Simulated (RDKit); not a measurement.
RDKit input (UFF):

```python
from rdkit import Chem
from rdkit.Chem import AllChem, rdDetermineBonds

mol = Chem.MolFromXYZFile('mol.xyz')
rdDetermineBonds.DetermineBonds(mol, charge=1)
print('SMILES', Chem.MolToSmiles(Chem.RemoveHs(mol)))
ff = AllChem.UFFGetMoleculeForceField(mol)
e0 = ff.CalcEnergy()
flag = ff.Minimize(maxIts=5000, forceTol=1e-5)
print(f'energy {e0:.4f} -> {ff.CalcEnergy():.4f} kcal/mol, converged: {flag == 0}')
print(Chem.MolToXYZBlock(mol))
```
mol.xyz:
```
3

O     -0.00000000    -0.00000000    -1.57305499
Sn     0.00000000     0.00000000     0.30243482
H     -0.00000000    -0.00000000    -2.53730097
```

From its output:

```
Traceback (most recent call last):
  File "input.py", line 5, in <module>
ValueError: Final molecular charge (1) does not match input (-3); could not find valid bond ordering
```

The run crashed.

The geometry given is a B3LYP-D3(BJ)/def2-TZVP minimum.
